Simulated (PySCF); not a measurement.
How strong are the bonds of vinyldifluoroborane?

System: vinyldifluoroborane, `C=CB(F)F` (C2H3BF2). Numbering: `[CH2:1]=[CH:2][B:3]([F:4])[F:5]`

Energies: M06-2X/def2-TZVP (PySCF, density fitting, integration grid level 3) on PBE0-D3(BJ)/def2-SVP structures. Thermal corrections: PBE0-D3(BJ)/def2-SVP frequencies, unscaled, ideal gas at 298.15 K and 1 bar, quasi-RRHO entropy.

| bond | r / Å | radicals | BDE(298 K) / kJ/mol | BDFE / kJ/mol | D₀ / kJ/mol | Dₑ / kJ/mol |
| --- | --- | --- | --- | --- | --- | --- |
| C2–H | 1.095 | `C=[C]B(F)F` + H• | 425 | 389 | 418 | 455 |
| C1–H | 1.095 | `[CH]=CB(F)F` + H• | 455 | 419 | 449 | 486 |
| C2–B3 | 1.547 | `[CH]=C` + `F[B]F` | 487 | 434 | 482 | 505 |
| B3–F4 | 1.321 | `C=C[B]F` + F• | 719 | 675 | 714 | 728 |

Homolysis to relaxed radicals in the gas phase; the table need not hold every single bond outside rings.

Weakest of these: C2–H (425 kJ/mol); strongest: B3–F4 (719 kJ/mol).

Note: radicals beside a multiple bond are drawn in one resonance form, and their spin spreads.

Hardware: 1 thread of Arm Neoverse V2, shared with other jobs. Command: `OMP_NUM_THREADS=1 python redox_run.py task.json out`. Structures, frequencies and single points: 7.9 min.
